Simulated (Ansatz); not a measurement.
mer-Co(OH)3(H2O)3 (CoO6H9), relaxed as a singlet with RKS PBE0-D4/def2-SVP in Ansatz, starting from the GFN2-xTB geometry. Force threshold 0.02 eV/Å.

The restricted singlet is unstable towards broken spin symmetry in Hartree–Fock (as tested in another run); at PBE0-D4/def2-SVP this wasn't settled. The relaxation made no stability test and no search for a lower SCF solution. No other spin state of charge 0 was run. Another isomer (singlet) lies 0.24 eV lower at PBE0-D4/def2-TZVP; other spin states weren't run for this one.

Start:

```xyz
16

Co    0.030    0.100   -0.009
O     1.541   -0.457   -0.919
O    -1.517    0.421    0.969
O     0.183    1.796   -0.639
O    -0.255   -1.874    0.687
O     1.283    0.349    1.479
O    -1.231   -0.147   -1.502
H     1.725    0.051   -1.716
H    -1.579    1.331    1.277
H     1.089    2.104   -0.524
H    -0.219   -2.373   -0.135
H    -1.183   -1.762    0.933
H     2.051    0.039    0.967
H     1.047   -0.375    2.068
H    -0.975    0.659   -1.976
H    -1.990    0.139   -0.960
```

Question: Estimate the energy that the relaxation releases and the steps that it takes.

Answer: 0.34 eV, in 12 steps; 37 s on 4 threads of Arm Neoverse V2 on a shared host. No frequencies were taken in this run, so the end may be a saddle point.

Question: Does the start keep its bonding?

Answer: By distances, no bond broke or formed. The bond that changes most is Co1–O5, from 2.11 to 2.02 Å (atoms count from 1). A close non-bonded pair moves further: O3–H12, from 2.21 to 1.68 Å.

Question: Predict the relaxed structure.

Answer: 
| atom | x (Å) | y (Å) | z (Å) |
| --- | --- | --- | --- |
| Co1 | 0.0463 | 0.0448 | -0.0384 |
| O2 | 1.6775 | -0.4220 | -0.8124 |
| O3 | -1.6408 | 0.2266 | 0.8077 |
| O4 | 0.1048 | 1.7638 | -0.6348 |
| O5 | -0.3091 | -1.7879 | 0.7261 |
| O6 | 1.3208 | 0.3067 | 1.4145 |
| O7 | -1.1520 | -0.1158 | -1.5662 |
| H8 | 1.8711 | 0.1804 | -1.5398 |
| H9 | -1.7215 | 1.0692 | 1.2662 |
| H10 | 1.0136 | 2.0817 | -0.5953 |
| H11 | -0.5414 | -2.4200 | 0.0348 |
| H12 | -1.1497 | -1.3653 | 1.0597 |
| H13 | 1.9519 | 0.0316 | 0.6503 |
| H14 | 1.2554 | -0.4762 | 1.9792 |
| H15 | -0.8533 | 0.7853 | -1.8400 |
| H16 | -1.8739 | 0.0970 | -0.9115 |
Bond lengths: 6 × Co–O 1.82 to 2.02 Å; 9 × H–O 0.96 to 1.03 Å.
